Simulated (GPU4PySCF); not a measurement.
DNBDT (C26H14S2), SMILES c1ccc2cc3c(cc2c1)sc1cc2c(cc13)sc1cc3ccccc3cc12. Geometry: PBE-D3(BJ)/def2-SVP.

Computed equilibrium geometry at PBE-D3(BJ)/def2-SVP (GPU4PySCF confirms it by a frequency run) as Cartesian coordinates in Å, and its point group:
point group C2h.
```xyz
42

C      0.1353     7.9615     0.0000
C      1.4940     7.5377     0.0000
C      1.8029     6.1874     0.0000
C      0.7738     5.1970     0.0000
C      1.0690     3.8081     0.0000
C      0.0478     2.8600     0.0000
C     -1.3215     3.3078     0.0000
C     -1.6478     4.6562     0.0000
C     -0.6097     5.6294     0.0000
C     -0.8900     7.0291     0.0000
S     -2.4646     1.9629     0.0000
C     -1.1462     0.7865     0.0000
C     -1.2980    -0.6038     0.0000
C     -0.1422    -1.4069     0.0000
C      1.1462    -0.7865     0.0000
C      1.2980     0.6038     0.0000
C      0.1422     1.4069     0.0000
S      2.4646    -1.9629     0.0000
C      1.3215    -3.3078     0.0000
C      1.6478    -4.6562     0.0000
C      0.6097    -5.6294     0.0000
C      0.8900    -7.0291     0.0000
C     -0.1353    -7.9615     0.0000
C     -1.4940    -7.5377     0.0000
C     -1.8029    -6.1874     0.0000
C     -0.7738    -5.1970     0.0000
C     -1.0690    -3.8081     0.0000
C     -0.0478    -2.8600     0.0000
H     -0.0995     9.0367     0.0000
H      2.2990     8.2879     0.0000
H      2.8527     5.8547     0.0000
H      2.1228     3.4884     0.0000
H     -2.6972     4.9872     0.0000
H     -1.9415     7.3561     0.0000
H     -2.2968    -1.0640     0.0000
H      2.2968     1.0640     0.0000
H      2.6972    -4.9872     0.0000
H      1.9415    -7.3561     0.0000
H      0.0995    -9.0367     0.0000
H     -2.2990    -8.2879     0.0000
H     -2.8527    -5.8547     0.0000
H     -2.1228    -3.4884     0.0000
```
Charge 0, spin multiplicity 1.
